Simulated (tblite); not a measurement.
Compound: C₄H₅FNOS (doublet state).
Bonds: N1–C2 (double), C2–C3, C3–C4, C4–S5 (double), C4–O6, O6–C7, C7–F8. Hydrogens: H9 on C2; H10, H11 on C3; H12, H13 on C7.

Computed geometry: GFN2-xTB, gas phase. This method treats the open shell by occupation alone, without spin polarisation.

Entries marked ? are missing. Bonds in one row agree within 0.01 Å.

```
    coordinate    value
         N1=C2  1.211 Å
         C2–C3        ?
         C3–C4        ?
         C4=S5  1.631 Å
         C4–O6        ?
         O6–C7  1.401 Å
         C7–F8        ?
         C2–H9  1.097 Å
C3–H10, C3–H11  1.091 Å
C7–H12, C7–H13  1.100 Å
      N1–C2–C3   125.6°
      C2–C3–C4        ?
      C3–C4–S5   123.0°
      C3–C4–O6        ?
      S5–C4–O6        ?
      C4–O6–C7   117.9°
      O6–C7–F8   106.6°
```

**Question.** Estimate the withheld lengths and angles.

**Answer.** 
- C2–C3 = 1.543 Å, drawn single (ends: carbon bonded to C, N and H; carbon bonded to 2 C and 2 H); 0.05 Å above the sum of covalent radii, 1.49 Å.
- C3–C4 = 1.484 Å, drawn single (ends: carbon bonded to 2 C and 2 H; carbon bonded to C, O and S); 0.01 Å below the sum of covalent radii, 1.49 Å.
- C4–O6 = 1.334 Å, drawn single (ends: carbon bonded to C, O and S; oxygen bonded to 2 C); 0.06 Å below the sum of covalent radii, 1.39 Å.
- C7–F8 = 1.345 Å, drawn single (ends: carbon bonded to F, O and 2 H; fluorine bonded to C); 0.01 Å above the sum of covalent radii, 1.33 Å.
- C2–C3–C4 = 109.9°, at the carbon bonded to 2 C and 2 H; the outer atoms are 2.478 Å apart.
- C3–C4–O6 = 113.3°, at the carbon bonded to C, O and S; the outer atoms are 2.356 Å apart.
- S5–C4–O6 = 123.7°, at the carbon bonded to C, O and S; the outer atoms are 2.618 Å apart.

Radii are Cordero's, carbon taken as 0.76, 0.73 or 0.69 Å for four, three, and two or fewer neighbours.

Its GFN2-xTB frequencies are all real (lowest 37 cm⁻¹). Torsions: N1–C2–C3–C4 -124°, C2–C3–C4–S5 117°, C3–C4–O6–C7 178°, C4–O6–C7–F8 179°. 3 starts were optimised and ended at 0.00, 4.23 and 4.30 kcal/mol (GFN2-xTB); the lowest of these is shown.

One conformer stands for the species.
